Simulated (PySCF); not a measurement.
**Excitation energy of Al by level of theory**

Al [Ne] 3s2 3p1 (2P) → Al [Ne] 3s2 3d1 (2D), as a difference of total energies. Calculation: PySCF 2.14, in aug-cc-pwCVDZ; no relativity, point nucleus. Correlated levels: nothing frozen. The calculations carry no spin-orbit coupling.

```json
{"method": "UHF", "excitation energy (eV)": "4.948", "error (eV)": "+0.936"}
{"method": "MP2 (all electrons)", "excitation energy (eV)": "4.920", "error (eV)": "+0.908"}
{"method": "SCS-MP2 (all electrons)", "excitation energy (eV)": "4.902", "error (eV)": "+0.890"}
{"method": "CCSD (all electrons)", "excitation energy (eV)": "4.558", "error (eV)": "+0.546"}
{"method": "CCSD(T) (all electrons)", "excitation energy (eV)": "4.351", "error (eV)": "+0.339"}
```

Reference: 4.012 eV (measured; NIST levels, between the centres of gravity of the two terms).

Errors of the correlated levels include the incompleteness of this basis.

The promoted electron is Rydberg-like, and one or two diffuse shells describe it only roughly, which tends to raise the upper state.

The coupled-cluster amplitudes are large for the upper state (T1 above 0.03 or a double amplitude above 0.15), so a single reference is strained.
